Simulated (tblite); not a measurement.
C6H12FP.
SMILES with atom numbers: `[CH3:1][C@@H:2]1[CH2:3][PH:4][CH2:5][CH2:6][C@H:7]1[F:8]` (hydrogens: H9, H10, H11 on C1; H12 on C2; H13, H14 on C3; H15 on P4; H16, H17 on C5; H18, H19 on C6; H20 on C7)

Computed with GFN2-xTB (tblite), gas phase: L-BFGS steps from a force-field or distance-geometry start until the largest atomic force falls under 0.01 eV/Å.

Geometry at step 2:
```
atom  x, y, z in Å
C1     -2.2773   -0.7487   -0.1069
C2     -0.8731   -0.1763    0.1118
C3     -0.7504    1.3272   -0.0771
P4      0.8916    1.9552    0.6424
C5      2.1027    0.5976    0.0823
C6      1.5006   -0.7856    0.1182
C7      0.2487   -0.8047   -0.7363
F8     -0.0364   -2.1138   -1.0602
H9     -2.1963   -1.8121   -0.2623
H10    -2.7853   -0.2676   -0.9349
H11    -2.8226   -0.5615    0.7889
H12    -0.6009   -0.3628    1.1467
H13    -0.7672    1.5847   -1.1473
H14    -1.5541    1.8622    0.4364
H15     0.7285    1.6281    2.0472
H16     2.9932    0.6653    0.7048
H17     2.4179    0.8162   -0.9474
H18     1.1749   -1.0091    1.1250
H19     2.1951   -1.5270   -0.2488
H20     0.4053   -0.2566   -1.6857
```

**Question.** Give the atomic forces at this geometry.

**Answer.** 
```json
{"atom": "C1", "Fx (eV/Å)": "0.676", "Fy (eV/Å)": "0.435", "Fz (eV/Å)": "-0.323"}
{"atom": "C2", "Fx (eV/Å)": "0.051", "Fy (eV/Å)": "0.070", "Fz (eV/Å)": "-0.382"}
{"atom": "C3", "Fx (eV/Å)": "0.461", "Fy (eV/Å)": "0.058", "Fz (eV/Å)": "0.267"}
{"atom": "P4", "Fx (eV/Å)": "0.209", "Fy (eV/Å)": "0.441", "Fz (eV/Å)": "-0.220"}
{"atom": "C5", "Fx (eV/Å)": "-0.355", "Fy (eV/Å)": "0.435", "Fz (eV/Å)": "0.075"}
{"atom": "C6", "Fx (eV/Å)": "-0.051", "Fy (eV/Å)": "0.238", "Fz (eV/Å)": "-0.175"}
{"atom": "C7", "Fx (eV/Å)": "-0.316", "Fy (eV/Å)": "-0.053", "Fz (eV/Å)": "0.063"}
{"atom": "F8", "Fx (eV/Å)": "-0.088", "Fy (eV/Å)": "-0.067", "Fz (eV/Å)": "-0.135"}
{"atom": "H9", "Fx (eV/Å)": "-0.142", "Fy (eV/Å)": "-0.239", "Fz (eV/Å)": "-0.139"}
{"atom": "H10", "Fx (eV/Å)": "0.023", "Fy (eV/Å)": "-0.098", "Fz (eV/Å)": "-0.180"}
{"atom": "H11", "Fx (eV/Å)": "-0.615", "Fy (eV/Å)": "0.057", "Fz (eV/Å)": "0.531"}
{"atom": "H12", "Fx (eV/Å)": "-0.231", "Fy (eV/Å)": "-0.257", "Fz (eV/Å)": "0.359"}
{"atom": "H13", "Fx (eV/Å)": "-0.035", "Fy (eV/Å)": "0.105", "Fz (eV/Å)": "0.311"}
{"atom": "H14", "Fx (eV/Å)": "0.076", "Fy (eV/Å)": "0.026", "Fz (eV/Å)": "-0.067"}
{"atom": "H15", "Fx (eV/Å)": "-0.069", "Fy (eV/Å)": "-0.424", "Fz (eV/Å)": "-0.858"}
{"atom": "H16", "Fx (eV/Å)": "0.006", "Fy (eV/Å)": "0.073", "Fz (eV/Å)": "0.156"}
{"atom": "H17", "Fx (eV/Å)": "-0.137", "Fy (eV/Å)": "0.237", "Fz (eV/Å)": "0.169"}
{"atom": "H18", "Fx (eV/Å)": "0.390", "Fy (eV/Å)": "-0.434", "Fz (eV/Å)": "0.361"}
{"atom": "H19", "Fx (eV/Å)": "0.308", "Fy (eV/Å)": "-0.257", "Fz (eV/Å)": "-0.004"}
{"atom": "H20", "Fx (eV/Å)": "-0.161", "Fy (eV/Å)": "-0.347", "Fz (eV/Å)": "0.190"}
```

The largest, 0.96 eV/Å, acts on H15; the rms over all components is 0.291 eV/Å. The forces sum to zero within rounding, as they must for an isolated molecule in no field.

**Question.** Give the force on H15 in Eh/bohr and in nN.

**Answer.** 0.960 eV/Å ÷ 51.422 = 0.01866 Eh/bohr, and 0.960 eV/Å × 1.602 = 1.54 nN.

**Question.** How far is this geometry from the end of the optimisation?

**Answer.** 0.520 eV above it, and 0.381 Å rms away after alignment. The bonds farthest from their final lengths, with half the difference of the two atoms' forces along the bond (positive lengthens):

```
  bond  now (Å)  final (Å)  force along bond (eV/Å)
P4–H15    1.452      1.403                    -0.20
 P4–C5    1.904      1.859                    -0.22
 C3–P4    1.900      1.857                    -0.14
C1–H11    1.065      1.087                    +0.66
 C5–C6    1.509      1.522                    +0.03
C6–H19    1.080      1.093                    +0.26
```

The angle farthest from its final value is C2–C7–C6, 106.6° against 113.1°.

Of the 6 listed bonds off by 0.010 Å or more, this force points towards the final length in 6.

What follows is the cost of the whole relaxation. Time: 0.42 s. Hardware: an Arm Neoverse V2 with one thread, no GPU, shared host with 96 logical CPUs at a one-minute load of 38.
